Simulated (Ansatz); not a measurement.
F₃H₃InP, SMILES `[F][In-]([F])([F])[PH3+]`. Total charge 0; spin multiplicity 1. In: def2 effective core potential. Geometry: relaxed with PBE0-D4/def2-TZVP. It is one conformer, not always the lowest.

```xyz
8

F    -0.441   -0.971   -2.389
In   -0.114   -1.378   -0.515
F    -1.624   -1.962    0.562
F     1.653   -2.025   -0.023
P     0.095    1.130    0.421
H    -0.061    2.183   -0.499
H     1.310    1.498    1.026
H    -0.817    1.525    1.417
```

(1) What is the dipole moment at r2SCAN/def2-TZVPP? (Best estimate.)

(2) And with PBE, B3LYP, ωB97M-V? (Best estimate.)

(3) Give the Mulliken charges with r2SCAN, PBE, B3LYP in def2-TZVPP. (An estimate is asked.)

Results:

(1) Computed: 6.46 D, with components (0.50, 6.04, 2.25) D in this frame, pointing from negative to positive charge.

(2) Computed: PBE 6.31 D, B3LYP 6.43 D, ωB97M-V 6.39 D.

(3) The calculation gave: 
```
atom  r2SCAN    PBE  B3LYP
  F1   -0.49  -0.44  -0.49
 In2    1.21   1.10   1.24
  F3   -0.49  -0.44  -0.49
  F4   -0.49  -0.44  -0.49
  P5    0.02  -0.06  -0.04
  H6    0.07   0.10   0.09
  H7    0.07   0.10   0.09
  H8    0.07   0.10   0.09
```

B3LYP here is the variant with VWN-RPA as its local correlation; programs differ in this.
